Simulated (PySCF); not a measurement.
C2, SMILES [C]=[C] (connectivity only; charge and spin as stated), neutral, multiplicity 1. Atoms are numbered in the order given.

```xyz
2

C      0.0000     0.0000    -0.6231
C      0.0000     0.0000     0.6231
```
Charge 0, spin multiplicity 1.

Coordinates come from a PBE0-D3(BJ)/def2-TZVPD optimisation.

The numbers are results of PySCF with PBE0-D3(BJ)/def2-TZVPD, not measurements.

No scaling factor is applied to the harmonic values.

```tsv
mode	ν (cm⁻¹)	IR (km/mol)	moving atoms (share of kinetic energy)
1	1901	0.0	C 100 %
```
